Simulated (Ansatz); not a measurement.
Name a neutral molecule of B, C, N, O, Si and H with LUMO energy (PBE/def2-TZVPP) between -3.65 and -3.35 eV and HOMO–LUMO gap (PBE/def2-TZVPP) between 1.65 and 1.95 eV (Ansatz, PBE0-D4/def2-TZVP geometry).

`B[Si]1(O)CN1` (-3.43 eV, 1.93 eV). Other molecules can fit too; these were computed, each in one conformer that needn't be the lowest.
